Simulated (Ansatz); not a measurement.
Breaking a bond: H5AlO, SMILES [OH2+][AlH3-], singlet. The Al1–O5 bond (Al1 also carries H, H, H; O5 carries H, H) is varied alone, starting from the PBE0/def2-TZVP optimised geometry.

Levels of theory: RKS-PBE = restricted PBE/cc-pVTZ in Ansatz (a quantum-chemistry and plane-wave program); UKS-PBE = unrestricted PBE/cc-pVTZ (Ansatz); UCCSD(T) = CCSD(T) on UHF/cc-pVTZ, frozen core in Ansatz.

Energies relative to the lowest point of each curve near equilibrium, in kJ/mol; the last columns give the difference from UCCSD(T):

```tsv
R / Å	RKS-PBE	UKS-PBE	UCCSD(T)	RKS-PBE − UCCSD(T)	UKS-PBE − UCCSD(T)
1.64	107.5	107.5	103.1	4.5	4.5
1.73	55.2	55.2	51.4	3.8	3.8
1.81	27.1	27.1	24.2	3.0	3.0
1.91	8.1	8.1	6.5	1.6	1.6
1.99	1.4	1.4	0.8	0.5	0.5
2.03	0.0	0.0	0.0	0.0	0.0
2.12	0.2	0.2	1.4	-1.2	-1.2
2.15	1.1	1.1	2.6	-1.5	-1.5
2.25	5.7	5.7	8.3	-2.6	-2.6
2.36	12.8	12.8	16.4	-3.6	-3.6
2.49	22.2	22.2	26.6	-4.4	-4.4
2.73	39.3	39.3	44.3	-5.0	-5.0
3.01	55.7	55.7	60.7	-5.0	-5.0
3.34	69.8	69.8	74.4	-4.5	-4.5
3.68	79.7	79.7	83.8	-4.1	-4.1
4.05	87.0	87.0	90.7	-3.7	-3.7
4.48	92.8	92.8	96.0	-3.2	-3.2
5.03	97.4	97.4	100.1	-2.7	-2.7
5.43	99.4	99.4	101.9	-2.5	-2.5
6.04	101.1	101.1	103.5	-2.4	-2.4
7.10	102.2	102.2	104.7	-2.4	-2.4
```

RKS-PBE is furthest from UCCSD(T) at 2.73 (-5.0 kJ/mol, below); its mean absolute difference over the points is 3.0 kJ/mol.

UKS-PBE is furthest from UCCSD(T) at 2.73 (-5.0 kJ/mol, below); its mean absolute difference over the points is 3.0 kJ/mol.
